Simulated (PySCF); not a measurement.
## Zn⁺: ionisation energy

Zn⁺ [Ar] 3d10 4s1 (2S) → Zn²⁺ [Ar] 3d10 (1S), as a difference of total energies. All numbers are calculated (PySCF 2.14, scalar relativity by spin-free X2C-1e, in x2c-TZVPPall). Correlated levels: valence: [Ar] frozen; valence and next inner shell: [Ne] frozen. The calculations carry no spin-orbit coupling.

```
                                method  ionisation energy (eV)
                                   UHF                  16.877
                                   LDA                  19.059
                                   PBE                  18.745
                                  PBE0                  18.356
                                r2SCAN                  18.564
                                 HSE06                  18.437
                               r2SCAN0                  18.293
                                B2PLYP                  18.278
                                 M06-L                  18.089
                         MP2 (valence)                  17.785
                     SCS-MP2 (valence)                  17.636
    MP2 (valence and next inner shell)                  17.866
SCS-MP2 (valence and next inner shell)                  17.683
```

How much does correlation contribute at MP2 (valence and next inner shell)?

17.866 − (16.877) = 0.989 eV, measured against UHF.

Errors of the correlated levels include the incompleteness of this basis and the frozen core.

For comparison: 17.964 eV (measured; NIST Atomic Spectra Database, ionization energies).
